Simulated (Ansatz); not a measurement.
Molecule: InH₃, net charge 0, singlet state. SMILES: [InH3]
Structure (B3LYP-D3(BJ)/def2-TZVP (Ansatz, a program for electronic structure) minimum search):
```
In
H 1 1.7305
H 1 1.7305 2 120.00
H 1 1.7305 2 120.00 3 180.00
```

Property: vertical ionisation energy (to the doublet state of charge +1; each state is the SCF solution reached for its spin; the molecule has degenerate orbitals, so one determinant may break the symmetry; the UHF <S^2> is 0.88 for the doublet (pure: 0.75)), in eV. Cores are frozen in the correlated levels unless marked. Open shells are spin-unrestricted. No spin-orbit coupling. Frozen are the shells of the preceding noble gas and the d and f shells that filled before the atom's block. In def2 rows, elements after Kr have scalar-relativistic effective core potentials. CBS(X,Y): correlation extrapolated as X^-3; Hartree-Fock from the larger set.

| level | program | vertical ionisation energy (eV) |
|---|---|---|
| B3LYP/def2-TZVPD | Ansatz | 10.58 |
| BHLYP/def2-TZVPD | Ansatz | 10.58 |
| wB97M-V/def2-TZVPD | Ansatz | [?] |
| wB97X-V/def2-TZVPD | Ansatz | [?] |
| SCS-MP2/def2-TZVPPD | Ansatz | 10.80 |
| SCS-MP2/def2-QZVPPD | Ansatz | 10.85 |
| CCSD/def2-SVPD | Ansatz | [?] |
| CCSD/def2-QZVPPD | Ansatz | [?] |
| CCSD(T)/CBS(def2-TZVPPD,def2-QZVPPD) | Ansatz | 10.70 |

### Question
What belongs in the gaps?

### Answer

- wB97M-V/def2-TZVPD, vertical ionisation energy (eV): 10.74
- wB97X-V/def2-TZVPD, vertical ionisation energy (eV): 10.77
- CCSD/def2-SVPD, vertical ionisation energy (eV): 10.57
- CCSD/def2-QZVPPD, vertical ionisation energy (eV): 10.68
